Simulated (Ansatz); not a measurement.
Cartesian coordinates in Å:
```
C -1.882 0.335 -1.380
Ge -0.824 0.238 0.268
B 1.221 0.191 -0.007
Al 2.531 -0.809 1.300
H -1.560 1.188 -1.978
H -2.941 0.446 -1.145
H -1.749 -0.573 -1.969
H -1.351 -0.929 1.135
H -1.068 1.526 1.098
H 1.602 0.820 -0.957
H 2.936 -2.324 1.017
H 3.086 -0.108 2.618
```

Charge 0, multiplicity 1.

Problem. List the PBE/def2-TZVPP orbital energies in eV (the Gaussian-basis code of Ansatz). (Estimate.)

Solution. The calculation gave: Occupied: -10803.99, -1506.37, -1337.37, -1190.79, -1190.78, -1190.77, -268.78, -177.61, -161.95, -113.41, -113.37, -113.35, -106.67, -68.81, -68.54, -68.52, -29.24, -29.21, -29.18, -29.16, -29.15, -17.22, -13.48, -11.39, -9.99, -9.92, -9.61, -7.96, -7.83, -7.21, -7.19, -6.01. Lowest empty: -3.55, -2.29, 0.16, 0.34, 0.74, 0.91, 1.13, 1.47.
